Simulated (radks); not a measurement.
The numbers below are computed, except where a source is named.
Task: The mean radii <r> (bohr) of the occupied orbitals of an atom or ion are listed with their occupations. Code: a radial shooting solver on a logarithmic mesh with Libxc functionals. Model: scalar-relativistic Kohn-Sham, LDA (Slater exchange, VWN5 correlation), spin-polarised, spherical densities, finite nucleus; Fermi nuclear charge, rms radius of each element as measured or else 0.836 A^(1/3) + 0.57 fm.

orbital  occ.      <r>
1s          2  0.06099
2s          2   0.2767
2p          6   0.2436
3s          2   0.7197

Name the element and its charge. Open shells, if any, are filled with parallel spins first.

Result: Z = 25, manganese, charge +13: Mn13+ in [Ne] 3s2. The 1s radius gives Z: for a bare nucleus <r> = (2 gamma + 1)/(2Z) with gamma = sqrt(1 - (Z/c)^2), 0.05933 bohr for Z = 25, and screening makes it slightly larger (0.06099 here). The occupations add up to 12, and the charge is Z minus that.
